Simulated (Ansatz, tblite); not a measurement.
Cost and result up the ladder for CuSi6⁺ (7 atoms). Charge 1, multiplicity 1. Geometry: B3LYP-D4/def2-SVP.

```xyz
7

Cu    0.4776    0.6216    2.1884
Si    0.1639    1.2856   -0.0273
Si    1.8012    0.4495   -1.5126
Si    0.9344   -1.3780    0.9299
Si   -1.9364    0.6342   -1.1599
Si   -1.3604   -0.6160    0.8076
Si   -0.0802   -0.9969   -1.2262
```

Ansatz on 4 threads of Arm Neoverse V2 on a shared host; xTB runs through tblite on one thread. Times are rough, summed over both states, and most runs start from the orbitals of an earlier one. No level here is sound enough to serve as a yardstick. The other state is a triplet.

The xTB rows come from tblite. HOMO above LUMO, or a gap near zero within one spin, warns that the state may not be the lowest or that an electron is smeared out. The structure comes from a short search, and lower isomers may exist.

xTB has no spin-polarisation term.

```tsv
level	functions	vertical triplet (eV)	remarks
GFN1-xTB	63	0.75	–
r2SCAN-D4/def2-TZVP	267	1.36	restricted SCF unstable in HF (singlet)
PBE0-D4/def2-TZVP (with forces)	267	1.46	restricted SCF unstable in HF (singlet)
GFN2-xTB	63	0.65	–
PBE-D4/def2-TZVP	267	1.45	gap within one spin near zero (triplet)
```

(1) Estimate how long each takes.

Results:

(1) GFN1-xTB 0.021 s; GFN2-xTB 0.032 s; PBE-D4/def2-TZVP 36 s; PBE0-D4/def2-TZVP (with forces) 47 s; r2SCAN-D4/def2-TZVP 51 s. On shared hardware such times vary by a factor of up to 3.
